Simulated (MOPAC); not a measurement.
Input file for MOPAC: PM7 on GaMo, 2S+1 = 6, a spin state set in the input, which need not be the lowest, a point of a bond scan (R = 2.814 Å).

```
PM7 1SCF PRECISE CHARGE=0 UHF MS=2.5 THREADS=1
GaMo

Mo     0.00000000 1     0.00000000 1     0.00000000 1
Ga     0.00000000 1     0.00000000 1     2.81379800 1
```

It printed:

```
*******************************************************************************
 **                                                                           **
 **                              MOPAC v23.2.5                                **
 **                                                                           **
 *******************************************************************************
 ** MOPAC's Digital Object Identifier: https://doi.org/10.5281/zenodo.6511958 **
 **                                                                           **
 ** Please cite the open-source release paper for use of this MOPAC version:  **
 ** J. E. Moussa and J. J. P. Stewart (2026)                                  **
 ** MOPAC: An open-source semiempirical molecular orbital program             **
 ** J. Open Source Softw., 11(119), 8025, https://doi.org/10.21105/joss.08025 **
 *******************************************************************************

                              PM7 CALCULATION RESULTS

 *******************************************************************************
 *  PM7        - The PM7 Hamiltonian to be used
 *  UHF        - UNRESTRICTED HARTREE-FOCK CALCULATION
 *
 *
 *
 *                 CHARGE ON SYSTEM = 0
 *
 *
 *
 *  MS=        - IN MECI, MAGNETIC COMPONENT OF SPIN =  2.5
 *  PRECISE    - TIGHTER CRITERIA TO BE USED
 *  1SCF       - DO 1 SCF AND THEN STOP
 *  THREADS=1  - MULTI-THREADING NOT USED
 *  T=         - A TIME OF 172800.0 SECONDS REQUESTED
 *  DUMP=N     - RESTART FILE WRITTEN EVERY 7200.0 SECONDS REQUESTED
 *******************************************************************************
PM7 1SCF PRECISE CHARGE=0 UHF MS=2.5 THREADS=1
 GaMo

   ATOM   CHEMICAL          X               Y               Z
  NUMBER   SYMBOL      (ANGSTROMS)     (ANGSTROMS)     (ANGSTROMS)

     1      Mo          0.00000000  *   0.00000000  *   0.00000000  *
     2      Ga          0.00000000  *   0.00000000  *   2.81379800  *



          CARTESIAN COORDINATES

    NO.       ATOM           X           Y           Z

     1        Mo          0.0000      0.0000      0.0000
     2        Ga          0.0000      0.0000      2.8138

 General Reference for PM7:
 "Optimization of Parameters for Semiempirical Methods VI: More Modifications to the
 NDDO Approximations and Re-optimization of Parameters", J. J. P. Stewart, J. Mol. Mod., 1:32, 19 (2013)
 https://link.springer.com/article/10.1007/s00894-012-1667-x

           Empirical Formula: Mo Ga  =     2 atoms



      MOLECULAR POINT GROUP   :   C*v


          UHF CALCULATION, NO. OF ALPHA ELECTRONS =    7
                           NO. OF BETA  ELECTRONS =    2

 -------------------------------------------------------------------------------
 PM7 1SCF PRECISE CHARGE=0 UHF MS=2.5 THREADS=1
 GaMo



     1SCF WAS SPECIFIED, SO BFGS WAS NOT USED
     SCF FIELD WAS ACHIEVED


                              PM7 CALCULATION
                                                       MOPAC v23.2.5 Linux




          FINAL HEAT OF FORMATION =        296.18766 KCAL/MOL =    1239.24917 KJ/MOL


          COSMO AREA              =        113.27 SQUARE ANGSTROMS
          COSMO VOLUME            =        103.86 CUBIC ANGSTROMS

          IONIZATION POTENTIAL    =          5.455041 EV
          ALPHA SOMO LUMO (EV)    =         -5.455  1.496
          BETA  SOMO LUMO (EV)    =         -5.768  1.938
          NO. OF ALPHA ELECTRONS  =          7
          NO. OF BETA  ELECTRONS  =          2
          MOLECULAR WEIGHT        =        165.6750         POINT GROUP:  C*v

          MOLECULAR DIMENSIONS (Angstroms)

            Atom       Atom       Distance
           Ga     2   Mo     1     2.81380
           Ga     2   Mo     1     0.00000
           Mo     1   Ga     2     0.00000


          SCF CALCULATIONS        =          1





   ATOM   CHEMICAL          X               Y               Z
  NUMBER   SYMBOL      (ANGSTROMS)     (ANGSTROMS)     (ANGSTROMS)

     1      Mo          0.00000000  *   0.00000000  *   0.00000000  *
     2      Ga          0.00000000  *   0.00000000  *   2.81379800  *

                             CARTESIAN COORDINATES

   1   Mo        0.000000000     0.000000000     0.000000000
   2   Ga        0.000000000     0.000000000     2.813798000


           Empirical Formula: Mo Ga  =     2 atoms



      MOLECULAR POINT GROUP   :   C*v


          ALPHA EIGENVALUES
 -14.25865  -9.64659  -9.64659  -9.53106  -9.53106  -8.04212  -5.45504   1.49602
   2.13499   2.13499  88.15446  88.27385  88.27385


           BETA EIGENVALUES
 -13.70025  -5.76771   1.93837   1.93837   3.60373   3.60373   4.30534   4.33752
   4.33752   4.92800  93.68935  93.76546  93.76546


              NET ATOMIC CHARGES AND DIPOLE CONTRIBUTIONS

  ATOM NO.   TYPE          CHARGE      No. of ELECS.   s-Pop       p-Pop       d-Pop
    1         Mo          -0.004960        6.0050     0.98333     0.00122     5.02041
    2         Ga           0.004960        2.9950     1.89749     1.09755
 DIPOLE           X         Y         Z       TOTAL
 POINT-CHG.     0.000     0.000     0.067     0.067
 HYBRID         0.000     0.000    -1.851     1.851
 SUM            0.000     0.000    -1.784     1.784


          ATOMIC ORBITAL ELECTRON POPULATIONS

     Atom    s        px        py        pz      x^2-y^2     xz        z^2       yz        xy
    1 Mo   0.98333   0.00000   0.00000   0.00122   1.00000   0.98193   1.05654   0.98193   1.00000
    2 Ga   1.89749   0.01807   0.01807   1.06141


                    (SZ)    =    2.500000
                    (S**2)  =    9.105208


          ATOMIC ORBITAL SPIN POPULATIONS

    Atom   Total    s     px     py     pz   x^2-y^2  xz     z^2    yz     xy
         Atomic
    1 Mo  5.5165  0.943  0.000  0.000 -0.000  1.000  0.982  0.610  0.982  1.000
    2 Ga -0.5165  0.029  0.018  0.018 -0.582

 **********************
 *                    *
 * JOB ENDED NORMALLY *
 *                    *
 **********************




 == MOPAC DONE ==
```

The run finished. Its determinant has ⟨S²⟩ = 9.11, a mixture of spin states.

Cost: about 0.020 core-seconds (a rough figure).
